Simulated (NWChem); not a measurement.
Molecule: CH6OSn; SMILES C[O][SnH3]

def2 effective core potentials on Sn; no spin-orbit coupling.

Problem. Give the equilibrium geometry at PBE0/def2-SVP with def2 effective core potentials on Sn (NWChem) as an XYZ file, with the point group.

Solution. point group Cs; any orientation.
```
9

Sn     0.0199    -0.5645     0.0000
O      0.6297     1.3324     0.0000
C     -0.2898     2.3798     0.0000
H     -0.9179    -0.8185    -1.4163
H      1.4809    -1.4440     0.0000
H     -0.9179    -0.8185     1.4163
H     -0.9490     2.3874     0.8930
H     -0.9490     2.3874    -0.8930
H      0.2614     3.3366     0.0000
```
